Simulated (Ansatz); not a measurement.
Stepwise reaction of `C#[C][AlH2]` with ammonia, as a gas-phase model of exchange steps in deposition or etching. ΔE in kJ/mol; ΔG adds harmonic PBE0-D4 terms to CCSD(T)/CBS, at 1 bar.

Isolated molecules relaxed with PBE0-D4/def2-TZVP in Ansatz; ΔE leaves out vibrations. CCSD(T)/CBS adds triple-zeta CCSD(T) − MP2 to the extrapolated MP2 energy (def2 sets, frozen cores). This one scheme is used for every species. DFT in def2-TZVPP. B3LYP here is the variant with VWN-RPA as its local correlation; programs differ in this. One conformer a species, not always the lowest.

```tsv
step	reaction	PBE-D4	B3LYP-D4	ωB97M-V	CCSD(T)/CBS	ΔG(400 K)
2	`C#[C][AlH][NH2]` + NH₃ → `C#[C][Al]([NH2])[NH2]` + H₂	-62.2	-66.9	-65.7	-68.1	-68.4
```

Question: Give the row of step 1, `C#[C][AlH2]` + NH₃ → `C#[C][AlH][NH2]` + H₂. (Estimate.)

Answer: Computed: 
```
step                                      reaction  PBE-D4  B3LYP-D4  ωB97M-V  CCSD(T)/CBS  ΔG(400 K)
   1  `C#[C][AlH2]` + NH₃ → `C#[C][AlH][NH2]` + H₂   -80.4     -82.6    -81.7        -82.9      -84.3
```

Question: By hand: ΔE of the 2 steps together at CCSD(T)/CBS.

Answer: (-82.9) + (-68.1) = -151.0 kJ/mol, or -75.5 kJ/mol a step.

In ΔE each step is higher than the one before. All are downhill at CCSD(T)/CBS. ΔG lies between -84.3 and -68.4 kJ/mol a step. PBE-D4 differs from CCSD(T)/CBS by 2.5 to 5.9 kJ/mol a step. Isolated molecules leave out the surface, adducts and barriers. Largest T1 diagnostic: 0.013.
